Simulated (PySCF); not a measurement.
Structure problem from calculated spectra and properties.

Formula: C6H8F3; charge +1.

- UV, first state: lowest singlet excitation: 4.38 eV (283 nm, f = 0.188) [TDDFT PBE0/def2-SVPD]
- 1H NMR: chemical shifts (computed TMS as zero) by class: 7.98 (1 H), 7.92 (1 H), 4.32 (6 H) ppm [GIAO PBE0/pcSseg-1]
- 13C NMR: chemical shifts (computed TMS as zero) by class: 304.2 (1 C), 170.0 (1 C), 148.5 (1 C), 128.0 (1 C), 49.6 (2 C) ppm [GIAO PBE0/pcSseg-1]
- Triplet: lowest triplet excitation (Tamm–Dancoff): 2.65 eV [TDA PBE0/def2-SVPD]
- NMR, other nuclei: isotropic shieldings of nuclei other than C and H, by class: 239 (3 F) ppm [GIAO PBE0/pcSseg-1]
- Polarisability: 73.4 au [PBE0/def2-SVPD]
- Rotational structure: rotational constants A, B, C: 3.201, 1.021, 0.937 GHz [GFN2-xTB]

Electronic properties: PySCF, gas phase, density fitting. Levels stand in brackets. Geometry: GFN2-xTB; no solvent, vibrations or thermal averaging. NMR values are class means; diastereotopic atoms form classes of their own.

Task: Give a SMILES that accounts for the data.

Result: Numbering: `[CH3:1][C+:2]([CH3:3])/[CH:4]=[CH:5]\[C:6]([F:7])([F:8])[F:9]`. 6 carbons fall into 5 classes; from least to most shielded: carbon bonded to 3 C [C2] (304.2 ppm), carbon bonded to 2 C and H [C5] (170.0 ppm), carbon bonded to 2 C and H [C4] (148.5 ppm), CF3 carbon [C6] (128.0 ppm), methyl carbon [C1/C3] (49.6 ppm, 2 C). Hydrogen classes from least to most shielded: 1 H on a carbon bonded to 2 C and H, C4 (7.98 ppm), 1 H on a carbon bonded to 2 C and H, C5 (7.92 ppm), 6 H on 2 methyl carbons, C1/C3 (4.32 ppm, a mean of values up to 0.7 ppm apart in this geometry). The other shieldings belong to: 239 ppm, fluorine of a CF3 group [F7/F8/F9]. S1 is mainly HOMO→LUMO (weight 0.93); the largest Löwdin shares of the orbital it empties are 0.35 on a carbon bonded to 2 C and H, 0.31 on a carbon bonded to 2 C and H and 0.08 on the carbon bonded to 3 C, of the orbital it fills 0.38 on the carbon bonded to 3 C, 0.20 on a carbon bonded to 2 C and H, 0.09 on a carbon bonded to 2 C and H and 0.07 on a methyl carbon. The optimised geometry has point group C1 and is an asymmetric top. Structure: `C[C+](C)/C=C\C(F)(F)F`. Computed isomers that give other values at the same levels: `C=C[C+](C)CC(F)(F)F` (13C chemical shifts (computed TMS as zero) by class: 266.2 (1 C), 200.1 (1 C), 152.4 (1 C), 127.8 (1 C), 54.5 (1 C), 48.5 (1 C) ppm). The assignments are read from this structure; whether some other isomer fits the data as well wasn't checked.

Shape of the structure used: `[CH3:1][C+:2]([CH3:3])/[CH:4]=[CH:5]\[C:6]([F:7])([F:8])[F:9]`: C1–C2–C4–C5 147°, C4–C5–C6–F7 -162°.
